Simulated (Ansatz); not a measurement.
BGaH$_{2}$O. Total charge 0; spin multiplicity 1. The bonds changed during the relaxation, so this is another structure than the one it started from.

Cartesian coordinates in Å:
```
B -0.084 0.649 0.039
O 0.123 -0.665 -0.062
Ga 0.315 -2.472 -0.147
H 0.683 1.421 -0.485
H -1.036 1.066 0.654
```

List the harmonic frequencies (cm⁻¹, unscaled) at PBE0-D4/def2-TZVP in Ansatz. (Best estimate.)

Ansatz gave: 18, 83, 486, 995, 1055, 1226, 1410, 2497, 2564.

Is this a minimum?

Yes, all 9 modes are real.

Give the ideal-gas thermochemistry at 298.15 K and 1 bar (rigid rotor, harmonic oscillator; point group Cs, symmetry number 1).

Zero-point energy 61.8 kJ/mol; H(298) − E = 77.0 kJ/mol; entropy 307.3 J/(mol·K), of which translation 166.1, rotation 92.9, vibration 48.3; G(298) − E = -14.7 kJ/mol. Modes under 100 cm⁻¹ are hindered rotations or soft bends, so the harmonic entropy is rough.

And at 400, 500, 600, 800 and 1000 K?


```
T (K)  H − E (kJ/mol)  S (J/mol/K)  G − E (kJ/mol)
  400            83.3        325.7           -46.9
  500            90.2        341.0           -80.3
  600            97.6        354.5          -115.1
  800           113.8        377.7          -188.4
 1000           131.3        397.3          -265.9
```

Rotational constants (cm⁻¹)?

7.561, 0.1222, 0.1203.
